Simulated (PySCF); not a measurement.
## Ionisation energy of Br(2+) by level of theory

Br(2+) [Ar] 3d10 4s2 4p3 (4S) → Br(3+) [Ar] 3d10 4s2 4p2 (3P), as a difference of total energies. Computed with PySCF 2.14 in cc-pVTZ-PP with ECP10MDF (5s4p3d1f, 39 functions), with a scalar-relativistic core potential. Correlated levels: valence: 3s2 3p6 3d10 frozen. The calculations carry no spin-orbit coupling.

| method | ionisation energy (eV) | difference from reference (eV) |
| --- | --- | --- |
| UHF | 34.623 | -0.248 |
| M06-2X | 34.928 | +0.057 |
| TPSS | 35.092 | +0.221 |
| MP2 (valence) | 35.149 | +0.278 |
| SCS-MP2 (valence) | 34.993 | +0.122 |
| CCSD (valence) | 35.113 | +0.242 |
| CCSD(T) (valence) | 35.139 | +0.268 |

Reference: 34.871 ± 0.019 eV (measured; NIST Atomic Spectra Database, ionization energies).

The reference lies between the lowest fine-structure levels, while these numbers refer to the centres of the terms.

Errors of the correlated levels include the incompleteness of this basis and the frozen core.
